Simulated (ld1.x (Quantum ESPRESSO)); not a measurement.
Results of a calculation; reference values are marked as such.
Potentials for Cd (Z = 48) compared

Generated with ld1.x 7.5 (TM, RRKJ, ultrasoft, PAW), atompaw 4.2 or ONCVPSP 4.0.1. The cutoff is in Ry: for ld1.x and atompaw files where the sum of valence levels is converged to 10 mRy in a Bessel basis, for ONCV files where the hardest occupied wave has 1 mHa per electron of residual kinetic energy. The error is the largest all-electron minus pseudo excitation energy over each file’s own four to seven test configurations (ionisations up to +4, promotions, holes and added fractions of an electron), all of which were solved. The labels leave out finer settings (local radius, basis sizes, second energies), which also bear on the numbers. Spin-polarised tests are not counted. The rows are a selection from randomly drawn settings: files with unsolved tests, undetermined cutoffs or missed reference levels are left out.

A true bound ghost makes a file unfit for plane-wave use even where its test errors are small: the radial tests pick states by their node count and pass the ghost by.

| potential | cutoff (Ry) | largest error (meV) | bound ghosts |
| --- | --- | --- | --- |
| TM, LDA (PZ), fully relativistic, rc 2.40/3.30/3.15 (spd), local smoothed, core correction yes, reference 5s1.5 5p0 | 8 | -107 | none |
| TM, PW91, scalar-relativistic, rc 2.20/3.65/3.75 (spd), local s, core correction yes, reference 5s2 5p0 | 8 | -226 | none |

Question: Fill in the row for Cd: TM, LDA (PZ), scalar-relativistic, rc 1.95/1.45/1.90 (spd), local d, core correction yes, reference 4p6 4d10 5s2 5p0.

Answer: cutoff 70 Ry, largest error -227 meV, bound ghosts: s.

Question: Fill in the row for Cd: RRKJ, PBE, scalar-relativistic, rc 1.90/2.40/1.55 (spd), local s, core correction no, reference 4d10 5s1.5 5p0.

Answer: cutoff 70 Ry, largest error -202 meV, bound ghosts: none.

Question: Fill in the row for Cd: ultrasoft, PBEsol, scalar-relativistic, rc 2.15/1.60/2.00 (spd), local smoothed, core correction yes, reference 4p6 4d10 5s0 5p0.

Answer: cutoff 40 Ry, largest error -180 meV, bound ghosts: none.
